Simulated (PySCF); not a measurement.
First SCF of a structure search on doublet PrH2, at a hand-made side-on geometry. PySCF input:

```python
from pyscf import gto, scf, dft
mol = gto.M(atom='''
Pr     0.000000     0.000000     0.000000
H      0.420000     0.000000     2.079612
H     -0.420000     0.000000     2.079612''',
    basis={'Pr': 'def2-TZVP', 'H': 'def2-TZVP'},
    ecp={'Pr': 'def2-TZVP'},
    charge=0, spin=1)
mf = dft.UKS(mol, xc='PBE0')
mf.grids.atom_grid = (50, 194)
aux = {'Pr': 'def2-universal-JKFIT', 'H': 'def2-universal-JKFIT'}
mf = mf.density_fit(auxbasis=aux)
mf.conv_tol = 1e-08
mf.diis_space = 10
mf.max_cycle = 60
mf.init_guess = 'minao'
mf.verbose = 4
mf.kernel()
```

Excerpt of the output (cycles alone):

```
init E= -415.484131440973
cycle= 1 E= -469.080105785104  delta_E= -53.6  |g|= 17.6  |ddm|= 15.7
cycle= 2 E= -310.765411620308  delta_E=  158  |g|= 21.1  |ddm|= 55.1
cycle= 3 E= -505.689946527523  delta_E= -195  |g|= 5.88  |ddm|= 55.1
cycle= 4 E= -496.350458892749  delta_E= 9.34  |g|= 7.23  |ddm|= 13.5
cycle= 5 E= -515.373260926163  delta_E=  -19  |g|=  3.3  |ddm|= 12.5
cycle= 6 E= -514.630850754214  delta_E= 0.742  |g|=  2.5  |ddm|= 4.28
cycle= 7 E= -515.877259963628  delta_E= -1.25  |g|=  2.7  |ddm|= 3.72
cycle= 8 E= -516.29524066068  delta_E= -0.418  |g|= 2.21  |ddm|= 0.32
cycle= 9 E= -517.268581741651  delta_E= -0.973  |g|= 1.27  |ddm|= 2.35
cycle= 10 E= -516.333941067407  delta_E= 0.935  |g|= 2.23  |ddm|= 2.32
cycle= 11 E= -516.354525932208  delta_E= -0.0206  |g|= 2.24  |ddm|= 0.23
cycle= 12 E= -516.328117201605  delta_E= 0.0264  |g|= 2.24  |ddm|= 0.129
cycle= 13 E= -517.530205242964  delta_E= -1.2  |g|= 1.11  |ddm|=    1
... 22 lines left out ...
cycle= 36 E= -517.967507124503  delta_E= -3.91e-05  |g|= 0.00754  |ddm|= 0.0127
cycle= 37 E= -517.967521654005  delta_E= -1.45e-05  |g|= 0.00279  |ddm|= 0.00948
cycle= 38 E= -517.967525112063  delta_E= -3.46e-06  |g|= 0.000491  |ddm|= 0.00764
cycle= 39 E= -517.967525266714  delta_E= -1.55e-07  |g|= 0.000635  |ddm|= 0.00303
cycle= 40 E= -517.967525381901  delta_E= -1.15e-07  |g|= 0.000139  |ddm|= 0.00116
cycle= 41 E= -517.967525420997  delta_E= -3.91e-08  |g|= 5.53e-05  |ddm|= 0.000779
cycle= 42 E= -517.967525441536  delta_E= -2.05e-08  |g|= 2.51e-05  |ddm|= 0.000969
cycle= 43 E= -517.967525445988  delta_E= -4.45e-09  |g|= 4.02e-05  |ddm|= 0.000362
Extra cycle  E= -517.967525443244  delta_E= 2.74e-09  |g|= 0.000125  |ddm|= 0.000167
converged SCF energy = -517.967525443244  <S^2> = 2.4610069  2S+1 = 3.2930271
```

This is not the lowest solution: another start and a stability analysis within the same unrestricted form found one 8.2 kJ/mol lower, at -517.97066 Eh.

Open d and f shells are described by one determinant, and the ground state may have another occupation or spin. The pruned grid is coarse for the open f shell: energies are uncertain by about 2 kJ/mol and soft modes are noisy. Spin–orbit coupling, left out here, can matter for elements this heavy.

The search for the lowest solution, 3 starts and the stability check together, took roughly 2.7 core-minutes on a shared host.
